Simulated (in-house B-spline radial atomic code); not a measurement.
RPA and G0W0 for Ar VII (Ar6+), [Ne] 3s2, as one setting changes: the share of exact exchange in the PBE hybrid start. A dash marks a level of low quasi-particle weight. Computed with an all-electron radial atomic-structure program (B-spline basis): all electrons, non-relativistic, point nucleus, each spin shell either full or empty, empty states to l = 9 with an (l + 1/2)⁻⁴ tail; G0W0 by contour deformation at full frequency.

```json
{"share of exact exchange in the PBE hybrid start": "0", "mean-field level (eV)": "-115.64", "G0W0 level (eV)": "3s -124.58", "RPA correlation (Eh)": "-0.77768"}
{"share of exact exchange in the PBE hybrid start": "0.1", "mean-field level (eV)": "-116.40", "G0W0 level (eV)": "3s -124.53", "RPA correlation (Eh)": "-0.76644"}
{"share of exact exchange in the PBE hybrid start": "0.2", "mean-field level (eV)": "-117.15", "G0W0 level (eV)": "3s -124.48", "RPA correlation (Eh)": "-0.75602"}
{"share of exact exchange in the PBE hybrid start": "0.3", "mean-field level (eV)": "-117.90", "G0W0 level (eV)": "3s -124.43", "RPA correlation (Eh)": "-0.74627"}
{"share of exact exchange in the PBE hybrid start": "0.4", "mean-field level (eV)": "-118.64", "G0W0 level (eV)": "3s -124.38", "RPA correlation (Eh)": "-0.7371"}
{"share of exact exchange in the PBE hybrid start": "0.5", "mean-field level (eV)": "-119.39", "G0W0 level (eV)": "3s -124.33", "RPA correlation (Eh)": "-0.72845"}
{"share of exact exchange in the PBE hybrid start": "0.6", "mean-field level (eV)": "-120.14", "G0W0 level (eV)": "3s -124.29", "RPA correlation (Eh)": "-0.72023"}
{"share of exact exchange in the PBE hybrid start": "0.7", "mean-field level (eV)": "?", "G0W0 level (eV)": "?", "RPA correlation (Eh)": "?"}
{"share of exact exchange in the PBE hybrid start": "0.8", "mean-field level (eV)": "?", "G0W0 level (eV)": "?", "RPA correlation (Eh)": "?"}
{"share of exact exchange in the PBE hybrid start": "0.9", "mean-field level (eV)": "-122.36", "G0W0 level (eV)": "3s -124.16", "RPA correlation (Eh)": "-0.69776"}
{"share of exact exchange in the PBE hybrid start": "1", "mean-field level (eV)": "-123.10", "G0W0 level (eV)": "3s -124.13", "RPA correlation (Eh)": "-0.69088"}
```

What belongs in the row for 0.7?

mean-field level (eV): -120.88; G0W0 level (eV): 3s -124.24; RPA correlation (Eh): -0.7124.

What belongs in the row for 0.8?

mean-field level (eV): -121.62; G0W0 level (eV): 3s -124.20; RPA correlation (Eh): -0.70493.
